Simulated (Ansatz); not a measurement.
Computed with Ansatz.

`[OH][In]([Cl])[Br]` at its PBE0-D4/def2-TZVP geometry, where that method's forces vanish. Total charge 0; spin multiplicity 1. In takes the def2 core potential.

```csv
atom,x (Å),y (Å),z (Å)
O1,0.0492,-1.5755,0.1102
In2,-0.0653,0.3543,-0.2263
Cl3,0.3859,1.7973,1.5207
Br4,-0.6655,1.1864,-2.4256
H5,0.2956,-1.7625,1.0210
```

For each bond, give half the difference of the two atoms' forces along it (eV/Å; positive pushes the atoms apart) under PBE-D4, r2SCAN-D4, B3LYP-D4, ωB97M-V in def2-TZVPP. (Estimate.)

The calculation gave: 
```
   bond  length (Å)  PBE-D4  r2SCAN-D4  B3LYP-D4  ωB97M-V
 O1–In2       1.962    0.31       0.10      0.18     0.02
  O1–H5       0.962    0.41       0.05     -0.03    -0.07
In2–Cl3       2.310    0.12       0.04      0.16    -0.02
In2–Br4       2.427    0.09       0.01      0.12    -0.07
```

B3LYP here is the variant with VWN-RPA as its local correlation; programs differ in this.
